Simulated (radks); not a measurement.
The numbers below are computed, except where a source is named.
Spherical quantum dot in the effective-mass picture: electrons in a well V = -V0 / (1 + exp((r - R)/a)) with V0 = 51.5, R = 1.35, a = 0.12, with a point charge +1 (a donor) at the centre, all in effective atomic units (hartree* = m*/eps^2 hartree, bohr* = eps/m* bohr), one dielectric constant everywhere. Level of theory: non-relativistic Kohn-Sham, PBE, spin-polarised, spherical densities (a radial shooting solver with Libxc functionals). Levels are named by radial order and angular momentum (1s, 1p, 1d, 2s, ...), and open shells are averaged over m.

N = 18, configuration 1s2 1p6 1d10. This is the lowest configuration that the search found. Occupied and some empty levels:

level  occupation  eigenvalue (hartree*)  <r> (bohr*)
1s              2                -30.747       0.6943
1p              6                -28.075       0.8261
1d             10                -24.730       0.9027
2s              0                -23.226       0.6811
1f              0                -20.703       0.9609
2p              0                -17.731       0.7835

Energy (hartree*): total -642.490, kinetic 108.48, external -902.31, Hartree 171.35, exchange-correlation -20.003.
